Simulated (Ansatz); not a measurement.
[YbF6]3- (YbF₆³⁻). The state is a doublet with charge -3. Geometry B3LYP-D4/def2-SVP, basis def2-TZVP, Ansatz.

```
atom   x (Å)   y (Å)   z (Å)
 Yb1   0.000   0.000   0.000
  F2   2.114   0.523  -0.091
  F3  -2.114  -0.523   0.091
  F4   0.426  -1.942  -0.894
  F5  -0.426   1.942   0.894
  F6  -0.316   0.863  -1.977
  F7   0.316  -0.863   1.977
```

```tsv
run	HOMO (eV)	LUMO (eV)
A	-0.38	11.95
B	2.35	11.90
C	7.85	8.32
D	7.86	7.87
E	8.09	9.73
F	4.86	10.83
```

In the def2 sets Yb takes a core potential; there is no spin–orbit coupling. With an open 4f shell the SCF may have ended on a state above the lowest. A multiply charged anion in the gas phase is held together partly by the finite basis. HOMO above LUMO, or a gap near zero within one spin, warns that the state may not be the lowest or that an electron is smeared out. No other spin state of charge -3 was run.

HOMO and LUMO are taken over both spins.

The runs used HF, LDA (SPW92), PBE, PBE0, r2SCAN, ωB97X-V. Estimate which is which.

A HF (100 % exact exchange); B ωB97X-V (range-separated); C PBE (0 % exact exchange); D LDA (SPW92) (0 % exact exchange); E r2SCAN (0 % exact exchange); F PBE0 (25 % exact exchange). Exact exchange lowers occupied and raises empty levels; among semilocal functionals meta-GGAs tend to open the gap a little, and such runs are hard to tell apart. The gap grows from 0.01 eV (LDA (SPW92)) to 12.32 eV (HF). At ωB97X-V/def2-TZVP, PBE-D4/def2-TZVP, LDA (SPW92)/def2-TZVP, r2SCAN-D4/def2-TZVP and others the highest occupied level of the charge -3 doublet lies above zero (up to 8.09 eV). It is a level of β spin, whose loss leaves a triplet; that state wasn't run at this geometry and level. The electron is either unbound and held by the finite basis, or the level is raised by self-interaction error. At LDA (SPW92)/def2-TZVP the gap within one spin of the charge -3 doublet nearly closes, so an electron or hole may be smeared out by delocalisation error.
